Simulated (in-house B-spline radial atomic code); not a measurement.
Values are calculated unless marked as measured or tabulated.
**Correlation energy from the adiabatic connection: −V exp(−r²/w²), V = 21.8, w = 3.47**

Two electrons in a singlet, external potential −V exp(−r²/w²), V = 21.8, w = 3.47 (atomic units). Full CI in B-splines (partial waves to l = 8, correlation up to 0.6 % small) with the density held fixed gives W(λ) = <V_ee>_λ − U, and E_c is the integral of W(λ) − W(0) from 0 to 1.

```json
{"λ": "0", "W(λ) − W(0) (hartree)": "0.00000"}
{"λ": "0.02", "W(λ) − W(0) (hartree)": "-0.00198"}
{"λ": "0.05", "W(λ) − W(0) (hartree)": "-0.00491"}
{"λ": "0.12", "W(λ) − W(0) (hartree)": "-0.01161"}
{"λ": "0.25", "W(λ) − W(0) (hartree)": "-0.02348"}
{"λ": "0.4", "W(λ) − W(0) (hartree)": "-0.03633"}
{"λ": "0.6", "W(λ) − W(0) (hartree)": "-0.05219"}
{"λ": "0.8", "W(λ) − W(0) (hartree)": "-0.06672"}
{"λ": "1", "W(λ) − W(0) (hartree)": "-0.08007"}
```

Question: Integrate the table by the trapezoid rule.

Answer: The strips give -0.00002, -0.00010, -0.00058, -0.00228, -0.00449, -0.00885, -0.01189, -0.01468, which sum to -0.04289 hartree. The direct value, W(1) − W(0) + T_c with T_c = 0.03710, is -0.04297; the curve is convex, so chords lie above it and the trapezoids fall short in size by 0.19 %.

Question: Now use only three numbers: W(0) = -1.0171, the initial slope W'(0) = -0.09943 (extrapolated from the first points) and the strong-coupling limit of the point-charge-plus-continuum model, W∞ = -1.3932. What do second-order theory and the interpolation W(λ) = W∞ + (W(0) − W∞)/√(1 + 2χλ) of Seidl, Perdew and Levy give?

Answer: Second order keeps the slope alone: E_c = W'(0)/2 = -0.04972, +16 % in size against -0.04297. Matching the slope fixes χ = W'(0)/(W∞ − W(0)) = -0.09943/(-0.37610) = 0.26437. Integrating, with s = √(1 + 2χ) = 1.236423, E_c = −(W(0) − W∞)(s − 1)/(s + 1) = −0.37610 × 0.236423/2.236423 = -0.03976 hartree, -7.5 % in size against the full result. At λ = 1 the formula gives W − W(0) = -0.07192 against -0.08007. Part of the miss can come from the model's W∞.
